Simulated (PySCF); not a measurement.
PySCF input file for Be(NH2)(SH) (BeH₃NS), SMILES [Be]([NH2])[SH], B3LYP/pcJ-1. Coordinates come from a B3LYP-D3(BJ)/def2-TZVP optimisation. One conformer was computed; it need not be the lowest.

```python
import numpy as np
from pyscf import gto, scf, dft
from pyscf.prop.ssc import rks as ssc

mol = gto.M(
    atom='''
    Be    0.00873047    0.60003800    0.00000000
    N    -0.00738688    2.09835111    0.00000000
    H    -0.00737429    2.67677860   -0.82510106
    H    -0.00737426    2.67677860    0.82510106
    S     0.08059842   -1.31225304   -0.00000000
    H    -1.25803979   -1.44611827    0.00000001
    ''',
    basis='pcJ-1',
    charge=0,
    spin=0,
    max_memory=1600,
    verbose=3,
)
mf = dft.RKS(mol, xc='b3lyp')
mf.grids.level = 3
mf.conv_tol = 1e-10
mf.max_cycle = 100
mf.kernel()
j = ssc.SSC(mf)
j.with_fcsd = True
j.max_cycle_cphf = 80
j.conv_tol = 1e-7
e11 = j.kernel()
```

Program output:

```
converged SCF energy = -467.028849365168
Reduced spin-spin coupling constant K (Hz)
               #0        #1        #2        #3        #4
        0 Be   0.00000
        1 N   47.06189   0.00000
        2 H    0.44231  24.79393   0.00000
        3 H    0.44231  24.79401  -0.32660   0.00000
        4 S   11.66196  -1.54505   0.09562   0.09468   0.00000
        5 H   -0.56434   0.11530  -0.02299  -0.02299   9.19757
               #5
        5 H    0.00000
Spin-spin coupling constant J (Hz)
               #0        #1        #2        #3        #4
        0 Be   0.00000
        1 N  -14.91543   0.00000
        2 H   -1.93929  55.91739   0.00000
        3 H   -1.93931  55.91758 -10.18998   0.00000
        4 S   -3.92905  -0.26776   0.22924   0.22699   0.00000
        5 H    2.47435   0.26004  -0.71726  -0.71726  22.05078
               #5
        5 H    0.00000
```

The run converged.
